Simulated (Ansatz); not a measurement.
Relative stability

Two relaxed structures of MgBH2OF, closed shell (PBE0-D4/def2-TZVP; forces vanish, vibrations not checked).

A:

```xyz
6
angstrom
O 0.5970 0.9216 -0.0163
B 0.2265 -0.3442 -0.3393
Mg -0.7945 -1.6968 1.2021
F 0.4991 -0.7326 -1.6031
H 1.0169 1.3864 -0.7537
H -1.5565 -2.7023 2.3565
```

B:

| atom | x (Å) | y (Å) | z (Å) |
| --- | --- | --- | --- |
| O1 | 1.0621 | 1.1200 | -0.1611 |
| B2 | -0.1387 | 0.5708 | 0.1536 |
| Mg3 | -0.4012 | -1.6748 | -0.1708 |
| F4 | -0.6430 | -3.4055 | -0.4069 |
| H5 | 1.1082 | 2.0691 | -0.0014 |
| H6 | -0.9874 | 1.3205 | 0.5866 |

Computed with Ansatz 0.2.0 (basis: def2-TZVPP); correlated methods freeze the cores. The outer core shell of Li, Na, Mg and K is correlated. The def2 sets are not built for correlating such inner shells, so the correlated values are less sure here. B3LYP uses VWN-RPA correlation.

Problem. Which structure is lower at CCSD(T), and by how much? (Judge from chemistry; the value comes from the calculation.)

Solution. By the calculation: B, by 4.40 kcal/mol (electronic energy, against the other). By their contacts, A is MgBH₂OF ([OH][B]([F])[MgH]) and B is MgBH₂OF ([OH][BH][Mg][F]).

All methods give the same order:

```json
{"method": "PBE-D4", "E(B) − E(A) (kcal/mol)": "-4.69"}
{"method": "r2SCAN-D4", "E(B) − E(A) (kcal/mol)": "-4.46"}
{"method": "PBE0-D4", "E(B) − E(A) (kcal/mol)": "-4.06"}
{"method": "B3LYP-D4", "E(B) − E(A) (kcal/mol)": "-5.17"}
{"method": "wB97M-V", "E(B) − E(A) (kcal/mol)": "-4.09"}
{"method": "HF", "E(B) − E(A) (kcal/mol)": "-2.55"}
{"method": "MP2", "E(B) − E(A) (kcal/mol)": "-6.23"}
{"method": "CCSD", "E(B) − E(A) (kcal/mol)": "-4.52"}
{"method": "CCSD(T)", "E(B) − E(A) (kcal/mol)": "-4.40"}
```

T1 diagnostic: at most 0.013.

Labels in which every atom is bracketed show which atoms are joined, not bond orders.

For scale, one of the runs: CCSD(T)/def2-TZVPP, 153 basis functions, launched by `ansatz run in.yaml --threads 2 --pin off --events-out ev --progress --plain --max-ram 4352MiB`. Time: 37 s of wall clock on 2 CPU threads of an Arm Neoverse V2; the host was shared. Peak host memory: 1.2 GiB.
